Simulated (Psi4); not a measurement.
C₂H₇O (SMILES C[OH+]C), charge +1, singlet, geometry from GFN2-xTB. Base run: B3LYP/def2-SV(P) in Psi4.

Psi4 was given this input:
```
memory 2 GB

molecule mol {
1 1
  C    -0.002231    1.216252   -0.237157
  O     0.062536   -0.002934    0.545532
  C     0.018553   -1.212997   -0.252606
  H     0.037133    2.060339    0.449885
  H     0.874227    1.243769   -0.883843
  H    -0.908753    1.263320   -0.841643
  H     0.072429   -2.064957    0.423650
  H    -0.887096   -1.267878   -0.857741
  H     0.895283   -1.217288   -0.899494
  H    -0.681439   -0.013357    1.183507
}

set basis def2-sv(p)
set reference rks

energy('b3lyp')
print_variables()
```

Variants of this job, named by their change:

| change | E (Eh) | core-seconds (rough) |
|---|---|---|
| base | -155.19642 | 6 |
| functional = m06-l | -155.16405 | 9 |
| functional = tpss | -155.22311 | 10 |
| functional = r2scan | -155.09396 | 9 |
| functional = b3lyp5 | -155.10083 | 5 |
| functional = revpbe | -155.14101 | 5 |
| functional = m11 | -155.10785 | 8 |
| functional = pw6b95 | -155.37013 | 7 |
| functional = mn15 | -154.98885 | 7 |
| functional = pbe | -154.99089 | 5 |
| functional = b97m-v | -155.15115 | 100 |
| functional = pbe0-dh | -154.99424 | 5 |
| functional = m06-2x | -155.11177 | 7 |

Total energies compare only within one method and basis.
